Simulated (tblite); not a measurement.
Species: C₇H₇BO.
Bonds: B1–O2, O2–C3, C3–C4, C4–C5 (aromatic), C5–C6 (aromatic), C6–C7 (aromatic), C7–C8 (aromatic), C8–C9 (aromatic), B1–C9, C4–C9 (aromatic). Hydrogens: H10 on B1; H11, H12 on C3; H13 on C5; H14 on C6; H15 on C7; H16 on C8.

Computed with GFN2-xTB (tblite), gas phase: L-BFGS steps from a force-field or distance-geometry start until the largest atomic force falls under 0.01 eV/Å.

Step 8: E = -649.9987 eV
```
atom  x, y, z in Å  |  force x, y, z in eV/Å
B1     -1.6442    1.4659   -0.1432   -0.223   0.247   0.241
O2     -2.5258    0.4652   -0.3139   -0.041   0.010   0.041
C3     -1.9108   -0.8028   -0.1903    0.142   0.038   0.078
C4     -0.4377   -0.5481   -0.0392    0.029   0.121  -0.071
C5      0.6247   -1.4315   -0.0077    0.091   0.113  -0.020
C6      1.9022   -0.8988    0.1065    0.091  -0.042   0.049
C7      2.1125    0.4690    0.2107    0.009   0.005   0.007
C8      1.0478    1.3477    0.1923   -0.075  -0.057  -0.132
C9     -0.2321    0.8372    0.0428   -0.132   0.115  -0.037
H10    -2.0161    2.5799   -0.0794    0.070  -0.228  -0.164
H11    -2.3232   -1.2762    0.7044   -0.031  -0.137   0.100
H12    -2.1652   -1.4221   -1.0491   -0.002  -0.050  -0.195
H13     0.4861   -2.4987   -0.0988   -0.056  -0.005   0.038
H14     2.7674   -1.5475    0.1161   -0.088  -0.092  -0.016
H15     3.1155    0.8535    0.2857    0.149  -0.022   0.052
H16     1.1912    2.4163    0.2516    0.068  -0.017   0.028
```

Step 9: E = -650.0078 eV
```
atom  x, y, z in Å  |  force x, y, z in eV/Å
B1     -1.6513    1.4699   -0.1342   -0.081   0.100   0.112
O2     -2.5258    0.4649   -0.3089   -0.092  -0.034   0.147
C3     -1.9096   -0.8036   -0.1856    0.101   0.036   0.003
C4     -0.4360   -0.5454   -0.0427    0.042   0.132  -0.018
C5      0.6260   -1.4310   -0.0045    0.025   0.124  -0.064
C6      1.9041   -0.9015    0.1092    0.083   0.017   0.038
C7      2.1140    0.4667    0.2141    0.001   0.019  -0.026
C8      1.0497    1.3478    0.1916   -0.021  -0.012  -0.137
C9     -0.2316    0.8415    0.0358   -0.165   0.101   0.049
H10    -2.0342    2.5770   -0.0932    0.075  -0.140  -0.113
H11    -2.3195   -1.2882    0.7089    0.008  -0.059  -0.022
H12    -2.1672   -1.4079   -1.0566    0.020  -0.079  -0.107
H13     0.4834   -2.4977   -0.0986   -0.052   0.003   0.052
H14     2.7702   -1.5480    0.1151   -0.086  -0.113  -0.001
H15     3.1201    0.8469    0.2855    0.103  -0.009   0.066
H16     1.2001    2.4177    0.2528    0.040  -0.086   0.021
```

**Question.** Estimate the geometry and energy of step 10. (The exact step hangs on the optimiser's Hessian estimate; all steps are aligned on step 9, rigid shifts and turns removed.)

**Answer.** E = -650.0136 eV, largest force 0.230 eV/Å
```
atom  x, y, z in Å  |  force x, y, z in eV/Å
B1     -1.6574    1.4731   -0.1266    0.002  -0.063   0.018
O2     -2.5273    0.4645   -0.3034   -0.102  -0.066   0.195
C3     -1.9075   -0.8041   -0.1833    0.026   0.011  -0.048
C4     -0.4343   -0.5412   -0.0453    0.014   0.074   0.008
C5      0.6272   -1.4288   -0.0040   -0.003   0.114  -0.076
C6      1.9066   -0.9023    0.1115    0.013   0.008   0.011
C7      2.1154    0.4656    0.2154    0.014   0.068  -0.045
C8      1.0503    1.3480    0.1885   -0.018  -0.037  -0.112
C9     -0.2345    0.8460    0.0326   -0.036   0.108   0.096
H10    -2.0428    2.5734   -0.1032    0.038  -0.008  -0.074
H11    -2.3173   -1.2962    0.7111    0.049  -0.011  -0.110
H12    -2.1676   -1.4011   -1.0626    0.048  -0.054  -0.011
H13     0.4809   -2.4964   -0.0973   -0.043   0.048   0.056
H14     2.7702   -1.5509    0.1144   -0.063  -0.116   0.014
H15     3.1246    0.8430    0.2868    0.032  -0.004   0.067
H16     1.2059    2.4167    0.2538    0.029  -0.073   0.011
```

The energy changes by -0.0057 eV. The first-order estimate −F·Δx gives -0.0082 eV and the mean of the old and new forces, exact on a quadratic surface, -0.0057 eV. The step makes an angle of 55° with the force vector and moves no atom by more than 0.014 Å.

The cost below is that of the whole relaxation. Hardware: Arm Neoverse N1, one thread, on a shared host. Cost: 0.46 s.
